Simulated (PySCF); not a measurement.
C₆ coefficients of unlike pairs at PBE0

Calculated with PySCF 2.14 from the dipole response of each species, C₆(A,B) = (3/π) ∫ α_A(iu) α_B(iu) du, in atomic units, from isotropic polarisabilities. For ions this is the dispersion term alone; charge-induced terms of lower order in 1/R come first.

| species | configuration | basis | relativity | α (bohr³) | C₆ (like pair) |
| --- | --- | --- | --- | --- | --- |
| Cl³⁺ | [Ne] 3s2 3p2 (3P) | dyall-av2z (13s9p2d) | none | 4.339 | 11.85 |
| B | [He] 2s2 2p1 (2P) | def2-QZVPPD (8s4p4d2f1g) | none | 22.45 | 109.1 |
| O⁺ | [He] 2s2 2p3 (4S) | aug-cc-pVQZ with one added diffuse shell each of s, p, d, f, g type (7s6p5d4f3g) | none | 2.640 | 5.147 |
| N⁺ | [He] 2s2 2p2 (3P) | aug-cc-pwCVDZ (5s4p2d) | none | 3.871 | 8.423 |

Question: Estimate C₆ for O⁺ with Cl³⁺.

Answer: The integral gives 7.747. The combination rule 2 C_A C_B / (C_A α_B/α_A + C_B α_A/α_B) gives 7.785 and the geometric mean 7.810.

No spin-orbit coupling is included.

The other pairs:

```json
{"pair": "B, Cl³⁺", "C₆": "31.97"}
{"pair": "N⁺, B", "C₆": "27.38"}
{"pair": "N⁺, O⁺", "C₆": "6.525"}
{"pair": "O⁺, B", "C₆": "20.08"}
{"pair": "N⁺, Cl³⁺", "C₆": "9.982"}
```
